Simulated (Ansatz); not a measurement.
Molecule: sum formula HSiO2Br2, net charge 0, doublet state. It need not be the lowest isomer of its formula. 
Geometry from a B3LYP-D3(BJ)/def2-TZVP (Ansatz, a quantum-chemistry and plane-wave program) optimisation:
```xyz
6

Si    -0.6610     0.0787     0.2195
Br     0.0083    -0.2890    -1.8777
Br     1.0082     0.1952     1.6363
O     -1.3417     1.5074    -0.1600
O     -1.6398    -1.0812     0.7906
H     -2.4743    -1.2276     0.3323
```
Charge 0, spin multiplicity 2.

Quantity: atomisation energy (electronic, to ground-state atoms), in kcal/mol. Correlated levels leave the core frozen unless marked. UHF or UKS for open shells. Spin-orbit coupling is left out. The frozen core is the preceding noble-gas configuration, with the filled d and f shells of earlier blocks. Non-relativistic. The coupled-cluster limit lacks core correlation, which all-electron functionals hold. CBS(X,Y): correlation extrapolated as X^-3; Hartree-Fock from the larger set. [CCSD(T)-MP2]/basis is that difference in the basis named.

```tsv
level	program	atomisation energy (kcal/mol)
PBE-D3(BJ)/def2-TZVPD	Ansatz + dftd3	501.8
BLYP/def2-TZVPD	Ansatz	476.1
HSE06/def2-TZVPD	Ansatz	480.3
LC-wPBE-D4/def2-TZVPD	Ansatz + dftd4	483.3
```

**Question.** Predict the RI-MP2/CBS(def2-TZVPP,def2-QZVPP)+[CCSD(T)-MP2]/def2-TZVPP result (Ansatz).

**Answer.** 485.4 kcal/mol
